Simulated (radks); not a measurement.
Results of a calculation; reference values are marked as such.
Task: All-electron atom: Pt IV in [Xe] 4f12 5d9 (not the ground configuration). Level of theory: scalar-relativistic Kohn-Sham, LDA (Slater exchange, Perdew-Wang correlation), spin-unpolarised, spherical densities, point nucleus (a radial shooting solver on a logarithmic mesh with Libxc functionals). Some entries of the table are withheld. Estimate them.

| orbital | occ. | eigenvalue (eV) | <1/r> (bohr^-1) | <r^2> (bohr^2) |
|---|---|---|---|---|
| 1s | 2 | -78436.69 | 93.95 | 0.0004064 |
| 2s | 2 | -13833.08 | (1) | (2) |
| 2p | 6 | -12000.02 | (3) | 0.005206 |
| 3s | 2 | -3301.189 | 8.156 | 0.04010 |
| 3p | 6 | -2767.531 | 7.460 | 0.04111 |
| 3d | 10 | -2187.930 | 7.028 | 0.03404 |
| 4s | 2 | (4) | 3.511 | 0.1929 |
| 4p | 6 | -580.6884 | 3.179 | (5) |
| 4d | 10 | -367.1349 | 2.858 | 0.2476 |
| 5s | 2 | -146.6448 | (6) | 0.9588 |
| 4f | 12 | -129.8099 | 2.460 | 0.2956 |
| 5p | 6 | -98.0324 | 1.260 | 1.261 |
| 5d | 9 | -42.5617 | 0.9284 | 2.284 |

Result: 
(1) 2s <1/r> (bohr^-1): 22.01
(2) 2s <r^2> (bohr^2): 0.006207
(3) 2p <1/r> (bohr^-1): 19.66
(4) 4s eigenvalue (eV): -756.8029
(5) 4p <r^2> (bohr^2): 0.2194
(6) 5s <1/r> (bohr^-1): 1.469
